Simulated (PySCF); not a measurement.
Functional dependence of a UV spectrum

Species: C2H5GaO.
SMILES: `C=C[O][GaH2]`

Linear-response calculations in the def2-SVPD basis (PySCF; singlets by full response, triplets Tamm–Dancoff, core orbitals frozen in the response; HF means time-dependent Hartree–Fock). 'Strongest' is the level of largest summed f among the singlets computed (10 roots, of which the last may lack a degenerate partner); it can jump between rows when another state enters that window. S1 is the lowest singlet of each run and needn't be the same state throughout; f(S1) is that of one state. Geometry: PBE0-D3(BJ)/def2-SVP, one conformer, isolated molecule. Relativistic effects, spin–orbit coupling among them, are left out although an element past zinc is present.

```tsv
functional	kind	S1 (eV)	f(S1)	strongest (eV)	T1 (eV)	HOMO (eV)	gap (eV)	ionisation energy, ΔSCF (eV)
LDA	LDA	3.35	0.033	6.66	3.06	-5.77	3.16	9.12
PBE	GGA	3.37	0.033	6.59	3.07	-5.57	3.20	8.84
B3LYP	global hybrid, 20% exact exchange	3.80	0.033	6.91	3.50	-6.46	4.61	8.88
PBE0	global hybrid, 25% exact exchange	4.03	0.034	7.01	3.69	-6.66	5.10	8.82
BHandHLYP	global hybrid, 50% exact exchange	4.56	0.032	6.68	4.02	-7.65	6.81	8.68
CAM-B3LYP	range-separated hybrid	4.45	0.035	6.89	3.98	-7.99	7.30	8.90
wB97X-D	range-separated hybrid	4.54	0.036	6.97	4.12	-8.51	8.60	8.84
LC-wPBE	range-separated hybrid	5.25	0.044	7.05	4.05	-9.33	9.85	8.90
HF	Hartree–Fock	5.78	0.037	7.25	3.78	-9.15	10.31	not settled
```

S1 runs from 3.35 eV (LDA) to 5.78 eV (HF), a spread of 2.44 eV, while the orbital gap spreads over 7.1 eV. Along PBE (0%), B3LYP (20%), PBE0 (25%), BHandHLYP (50%), HF (100%) S1 rises with the share of exact exchange. −ε(HOMO) comes closest to its own ΔSCF ionisation energy with wB97X-D (-0.34 eV) and misses most with LDA (-3.34 eV). 'Not settled' means that the ion's SCF failed to converge or may have ended in another state than the lowest.
